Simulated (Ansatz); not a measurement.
Sr₄. Total charge 0; singlet. Geometry PBE0/def2-TZVP; atoms count from 1.

Cartesian coordinates in Å:
```
Sr -0.1042 -2.4751 0.5564
Sr -1.9722 1.1953 1.0646
Sr 2.1686 0.9680 0.8981
Sr -0.0923 0.3119 -2.5191
```

In the def2 sets Sr takes a core potential; there is no spin–orbit coupling. The restricted singlet is unstable towards broken spin symmetry in Hartree–Fock (as tested in another run); at PBE0/def2-TZVP this wasn't settled. The structure comes from a short search, and lower isomers may exist.

(1) Estimate the Mulliken populations from the PBE0/def2-TZVP orbitals of Ansatz.

(2) And the Mayer bond orders between bonded heavy atoms (over 0.3)?

Answers

(1) 
| atom | charge (e) |
| --- | --- |
| Sr1 | 0.00 |
| Sr2 | 0.00 |
| Sr3 | 0.00 |
| Sr4 | 0.00 |
Mulliken values and Mayer orders depend strongly on the basis.

(2) Sr1–Sr2 0.49 (4.15 Å); Sr1–Sr3 0.49 (4.14 Å); Sr1–Sr4 0.49 (4.15 Å); Sr2–Sr3 0.49 (4.15 Å); Sr2–Sr4 0.49 (4.14 Å); Sr3–Sr4 0.49 (4.15 Å).
